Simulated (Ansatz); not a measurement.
Basis sets compared for W3⁻. The state is a doublet with charge -1. Geometry PBE0-D4/def2-TZVPD. Ansatz on 4 threads of Arm Neoverse V2 on a shared host; times are rough, and most runs start from earlier orbitals.

```tsv
atom	x (Å)	y (Å)	z (Å)
W1	-0.1762	-1.1785	0.5799
W2	-0.3888	0.1629	-1.2171
W3	0.5651	1.0157	0.6373
```

In the def2 sets W takes a core potential; there is no spin–orbit coupling. At PBE-D4/def2-SVPD, PBE-D4/def2-TZVPD the highest occupied level of the charge -1 doublet lies above zero (up to 0.54 eV). By energy differences its removal costs 1.40 eV (vertical, to the charge 0 triplet, at PBE0-D4/def2-TZVPD). At PBE0-D4/def2-SVPD, PBE0-D4/def2-TZVPD the charge -1 doublet is spin-contaminated (final ⟨S²⟩ up to 0.92, 0.75 for a pure state). The structure comes from a short search, and lower isomers may exist.

```json
{"level": "PBE-D4/def2-SVPD", "functions": "105", "energy (Eh)": "-201.2868", "HOMO (eV)": "0.54", "LUMO (eV)": "0.78", "wall time": "5 s"}
{"level": "PBE0-D4/def2-SVPD", "functions": "105", "energy (Eh)": "-201.0640", "HOMO (eV)": "-0.06", "LUMO (eV)": "1.44", "wall time": "9.5 s"}
```

Task: Estimate the rows for PBE-D4/def2-TZVPD (with forces), PBE0-D4/def2-TZVPD.

Result: 
```tsv
level	functions	energy (Eh)	HOMO (eV)	LUMO (eV)	wall time
PBE-D4/def2-TZVPD (with forces)	129	-201.3146	0.42	0.65	5.5 s
PBE0-D4/def2-TZVPD	129	-201.0944	-0.16	1.32	35 s
```
